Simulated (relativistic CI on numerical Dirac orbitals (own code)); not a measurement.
**d7 in a ligand field**

Computed with a parametric ligand-field model of a d^n configuration (Racah B and C, spin-orbit zeta, crystal field), exact diagonalisation.

Field parameters in Wybourne normalisation: Oh B⁴₀ = 21Dq, B⁴₄ = √(5/14) B⁴₀. The field is a parameter set, without covalency.

Question: Lowest levels for B = 530, C = 2210, ζ = 390 cm⁻¹, Oh, 10Dq = 21450 cm⁻¹?

Answer: Γ8 0 (S 0.50), Γ6 10350 (S 1.50), Γ8 10584 (S 1.50), Γ7 10991 (S 1.50), Γ8 11002 (S 1.50), Γ8 19699 (S 0.50), Γ6 19982 (S 0.50), Γ8 20295 (S 0.50), Γ7 20437 (S 0.50) cm⁻¹, with S from ⟨S²⟩ = S(S + 1). The ground level has 1.02 electrons in the cubic e pair.

Question: Lowest levels for B = 870, C = 3290, ζ = 420 cm⁻¹, Oh, 10Dq = 25450 cm⁻¹?

Answer: Γ8 0 (S 0.51), Γ6 8733 (S 1.50), Γ8 8997 (S 1.50), Γ7 9450 (S 1.50), Γ8 9468 (S 1.50), Γ8 23061 (S 0.50), Γ6 23369 (S 0.50), Γ8 23811 (S 0.51), Γ7 23975 (S 0.50) cm⁻¹, with S from ⟨S²⟩ = S(S + 1). The ground level has 1.03 electrons in the cubic e pair.

Question: Lowest levels for B = 900, C = 3240, ζ = 850 cm⁻¹, Oh, 10Dq = 15650 cm⁻¹?

Answer: Γ6 0 (S 1.50), Γ8 202 (S 1.22), Γ8 739 (S 1.38), Γ7 1565 (S 1.50), Γ8 2568 (S 1.07), Γ8 14008 (S 1.05), Γ6 14624 (S 1.31), Γ8 14750 (S 1.28), Γ7 14952 (S 1.22) cm⁻¹, with S from ⟨S²⟩ = S(S + 1). The ground level has 2.05 electrons in the cubic e pair.

Question: Lowest levels for B = 930, C = 4740, ζ = 320 cm⁻¹, Oh, 10Dq = 21500 cm⁻¹?

Answer: Γ6 0 (S 1.50), Γ8 81 (S 1.22), Γ8 272 (S 1.39), Γ7 560 (S 1.50), Γ8 960 (S 1.07), Γ8 18990 (S 0.55), Γ6 19199 (S 0.60), Γ8 19643 (S 1.02), Γ7 19912 (S 1.07) cm⁻¹, with S from ⟨S²⟩ = S(S + 1). The ground level has 2.03 electrons in the cubic e pair.

Question: Lowest levels for B = 850, C = 3900, ζ = 360 cm⁻¹, Oh, 10Dq = 35300 cm⁻¹?

Answer: Γ8 0 (S 0.50), Γ6 16428 (S 1.50), Γ8 16645 (S 1.50), Γ7 17014 (S 1.50), Γ8 17021 (S 1.50), Γ8 32305 (S 0.50), Γ6 32546 (S 0.50), Γ8 33293 (S 0.50), Γ7 33442 (S 0.50) cm⁻¹, with S from ⟨S²⟩ = S(S + 1). The ground level has 1.02 electrons in the cubic e pair.
